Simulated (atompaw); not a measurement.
## u(r) = r·R(r): atom against pseudo-atom (nitrogen)

Columns: radius, all-electron u(r) and pseudo u(r) of the 2s shell (level -48.96 eV) of nitrogen in the configuration [He] 2s2 2p1; PBEsol, scalar-relativistic, PAW (atompaw) scheme, atompaw 4.2.0.5.

```tsv
r (bohr)	all-electron	pseudo
0.100	-0.4291	0.1791
0.200	-0.3268	0.3509
0.300	-0.0516	0.5084
0.400	0.2447	0.6464
0.500	0.5013	0.7610
0.600	0.6995	0.8502
0.700	0.8374	0.9138
0.800	0.9208	0.9527
0.900	0.9592	0.9686
1.000	0.9622	0.9634
1.100	0.9388	0.9388
1.200	0.8968	0.8968
1.300	0.8424	0.8424
1.400	0.7808	0.7808
1.500	0.7157	0.7157
1.600	0.6500	0.6500
1.700	0.5857	0.5857
1.800	0.5243	0.5243
1.900	0.4667	0.4667
2.000	0.4134	0.4134
2.100	0.3647	0.3647
2.200	0.3206	0.3206
2.300	0.2808	0.2808
2.400	0.2453	0.2453
2.500	0.2138	0.2138
2.600	0.1858	0.1858
```

(1) How many radial nodes do the two functions have?

(2) At about which radius was the pseudo-wave matched?

(3) Is the pseudo-wave norm-conserving?

## Answers

(1) The all-electron 2s function has n − l − 1 = 1; the pseudo-wave has 0, since the states of the same l below it are removed with the core.

(2) 1.10 bohr, where the columns begin to agree (steps of 0.10 bohr).

(3) No, it belongs to a PAW set: the norm inside the radius is not constrained, and the difference is carried by the augmentation charge.
